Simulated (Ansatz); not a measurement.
`B[CH]([GeH3])Br` + H₂ → `B[CH2][GeH3]` + HBr at 298.15 K and 1 bar (hydrogenolysis of a C–Br bond).

Gas-phase electronic energies from Ansatz, PBE0-D4/def2-TZVP geometries. CCSD(T)/CBS is the MP2 limit (def2-TZVPP, def2-QZVPP) plus CCSD(T) − MP2 in def2-TZVPP, frozen cores. This one scheme is used for every species. For Br, Ge outer-core shells are correlated without core-valence functions, which leaves a few kJ/mol of doubt a bond. Scalar relativity is left out up to krypton.

```csv
species,CCSD(T)/CBS energy (Eh),H − E (kJ/mol),S (J/(mol·K))
`B[CH]([GeH3])Br`,-4715.86065,182.0,355.9
H₂,-1.17544,35.1,130.4
`B[CH2][GeH3]`,-2143.14744,203.7,320.9
HBr,-2573.91920,24.6,198.6
```

H − E and S are ideal-gas, rigid-rotor, harmonic terms from PBE0-D4/def2-TZVP, for one conformer and one mirror image of each species. The MP2-based limit puts H₂ 0.8 mEh under its directly extrapolated value; such offsets cancel only in part. 1 Eh = 2625.50 kJ/mol, R = 8.31446 J/(mol·K).

Task: By hand: ΔE, ΔH, ΔS and ΔG.

Result: ΔE = (-2143.14744) + (-2573.91920) − (-4715.86065) − (-1.17544) = -0.03055 Eh = -80.2 kJ/mol. Δ(H − E) = 203.7 + 24.6 − 182.0 − 35.1 = 11.2, so ΔH = -69.0 kJ/mol. ΔS = 320.9 + 198.6 − 355.9 − 130.4 = 33.2 J/(mol·K). ΔG = -69.0 − 298.15 × (33.2)/1000 = -78.9 kJ/mol.

Task: By hand: the equilibrium constant, and the temperature at which ΔG would vanish if ΔH and ΔS stayed fixed.

Result: log₁₀ K = −ΔG/(RT ln 10) = 13.8. ΔH and −TΔS have one sign here, so there is no such temperature.

ΔH outweighs TΔS. A doubt of 5 kJ/mol in ΔE shifts log₁₀ K by 0.9 here. Other conformers and mirror images would add mixing entropy, several J/(mol·K) or more a flexible species. Modes under 60 cm⁻¹, often nearly free rotors, make the harmonic entropy too high. These are equilibria of isolated gas molecules and say nothing of rates. Largest T1 diagnostic: 0.011 (customary marks: 0.02 for closed shells, 0.045 for open ones).
